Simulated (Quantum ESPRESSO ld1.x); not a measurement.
Q: These are the eigenvalues of the occupied orbitals of an atom or ion with whole-number occupations (eV). Method: non-relativistic Kohn-Sham, PBEsol, spin-unpolarised, spherical densities, point nucleus; computed with ld1.x of Quantum ESPRESSO 7.5.

| orbital | eigenvalue |
|---|---|
| 1s | -8114.49 |
| 2s | -961.869 |
| 2p | -839.975 |
| 3s | -107.773 |
| 3p | -70.5792 |
| 3d | -9.2440 |
| 4s | -5.5417 |

Which element is it, and in what charge state? The configuration may be excited.

A: Z = 28, nickel, charge 0: Ni in [Ar] 3d8 4s2. The list shows which subshells hold electrons but not how many an open one holds; the 1s level, -298.2 hartree, gives Z - s = 24.4 by -(Z - s)^2/2, which with screening narrows Z to a few neighbours, and the depths of the outer levels then fix element, charge and occupations together.
